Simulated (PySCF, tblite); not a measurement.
Species: C2H10O2Si2.
SMILES with atom numbers: `[CH3:1][O:2][Si@H:3]([CH3:4])[O:5][SiH3:6]` (hydrogens: H7, H8, H9 on C1; H10 on Si3; H11, H12, H13 on C4; H14, H15, H16 on Si6)

Structure used (GFN2-xTB), in Å, numbered top down from 1:
```
atom  x, y, z in Å
C1     1.206   -1.971   -0.695
O2     1.194   -0.977    0.288
Si3    0.769    0.578    0.114
C4     0.584    1.212    1.880
O5    -0.622    0.703   -0.724
Si6   -2.209    0.490   -0.950
H7     1.251   -2.940   -0.195
H8     2.079   -1.858   -1.342
H9     0.304   -1.920   -1.309
H10    1.687    1.331   -0.738
H11   -0.037    0.556    2.482
H12    1.546    1.299    2.371
H13    0.125    2.195    1.877
H14   -2.927    1.245    0.076
H15   -2.437    1.003   -2.298
H16   -2.521   -0.939   -0.849
```

Method used: CAM-B3LYP/def2-SVPD in PySCF (dipole) on a GFN2-xTB geometry, gas phase.

Take the most abundant isotopes and a rigid rotor. The values belong to one conformer with, in the numbering `[CH3:1][O:2][Si@H:3]([CH3:4])[O:5][SiH3:6]`, C1–O2–Si3–C4 167°, O2–Si3–O5–Si6 65°.

(1) Give the principal moments of inertia and the rotational constants in GHz.

(2) Classify the top.

(3) What does the inertial defect say?

(4) Give the other two planar moments, Paa and Pbb, and the rms extents of the mass along the axes.

(5) List the rotational levels J(Ka,Kc) to J = 2 (MHz).

(6) Which lines would a microwave search look for?

(7) Estimate the classical rotational partition function at 10 K, 25 K and 50 K.

Answers

(1) Ia = 180.60, Ib = 317.72, Ic = 444.58 u·Å²; 505379 MHz·u·Å²/I gives 2798, 1591 and 1137 MHz, that is A = 2.7984, B = 1.5906, C = 1.1368 GHz.

(2) An asymmetric top: κ = (2 × 1591 − 2798 − 1137)/(2798 − 1137) = -0.45.

(3) Not planar: Δ = Ic − Ia − Ib = -53.74 u·Å². For a rigid frame Δ = −2 Σ m c², so Σ m c² = 26.87 u·Å² lies off the ab plane: 10.95 from hydrogen and 15.92 from heavier atoms. The atom farthest from that plane is 1.89 Å away.

(4) Paa = Σ m a² = (Ib + Ic − Ia)/2 = 290.85 and Pbb = Σ m b² = (Ia + Ic − Ib)/2 = 153.73 u·Å². With the mass M = 122.02 u, the rms extents √(P/M) along a, b and c are 1.54, 1.12, 0.47 Å.

(5) Above 0(0,0):
J = 1: 1(0,1) 2727, 1(1,1) 3935, 1(1,0) 4389
J = 2: 2(0,2) 8076, 2(1,2) 8936, 2(1,1) 10298, 2(2,1) 13921, 2(2,0) 14027
Those of J = 1 are B + C, A + C and A + B.

(6) The dipole components are |μa| = 0.20 D, |μb| = 0.43 D, |μc| = 0.24 D. The squared components, which scale the intensities, stand as 0.21 : 1.00 : 0.32 (a : b : c). Some lines, for components of 0.1 D or more:

| type | branch | J(Ka,Kc) | MHz | lower level (cm⁻¹) |
| --- | --- | --- | --- | --- |
| a | Q | 1(1,0) ← 1(1,1) | 454 | 0.131 |
| c | Q | 2(1,2) ← 2(0,2) | 860 | 0.269 |
| c | Q | 1(1,1) ← 1(0,1) | 1208 | 0.091 |
| a | Q | 2(1,1) ← 2(1,2) | 1362 | 0.298 |
| b | Q | 1(1,0) ← 1(0,1) | 1662 | 0.091 |
| b | Q | 2(1,1) ← 2(0,2) | 2221 | 0.269 |
| a | R | 1(0,1) ← 0(0,0) | 2727 | 0.000 |
| c | Q | 2(2,1) ← 2(1,1) | 3623 | 0.343 |
| b | Q | 2(2,0) ← 2(1,1) | 3729 | 0.343 |
| b | R | 1(1,1) ← 0(0,0) | 3935 | 0.000 |
| b | R | 2(0,2) ← 1(1,1) | 4141 | 0.131 |
| c | R | 1(1,0) ← 0(0,0) | 4389 | 0.000 |
| b | Q | 2(2,1) ← 2(1,2) | 4985 | 0.298 |
| a | R | 2(1,2) ← 1(1,1) | 5001 | 0.131 |
| a | R | 2(0,2) ← 1(0,1) | 5349 | 0.091 |
| a | R | 2(1,1) ← 1(1,0) | 5909 | 0.146 |
| b | R | 2(1,2) ← 1(0,1) | 6209 | 0.091 |
| c | R | 2(1,1) ← 1(0,1) | 7570 | 0.091 |
| b | R | 2(2,1) ← 1(1,0) | 9532 | 0.146 |
| c | R | 2(2,0) ← 1(1,0) | 9638 | 0.146 |
| c | R | 2(2,1) ← 1(1,1) | 9986 | 0.131 |
| b | R | 2(2,0) ← 1(1,1) | 10092 | 0.131 |

(7) Point group C1, symmetry number σ = 1; q = (√π/σ)·√((kT/h)³/(ABC)), k/h = 20836.6 MHz/K: 2370 at 10 K, 9370 at 25 K, 26500 at 50 K.

Its lowest GFN2-xTB frequency is 6i cm⁻¹, too small to tell a flat minimum from a shallow saddle. Constants of a rigid frame at the computed geometry: no zero-point averaging, no centrifugal distortion. A rigid rotor knows nothing of internal rotation, which can split or shift real lines.

On an Arm Neoverse V1 with one thread, no GPU, shared host, this took 58 s of wall time and 0.98 GiB of memory at its peak. This is the CAM-B3LYP/def2-SVPD job that gave the dipole, with the excitations it also computed.
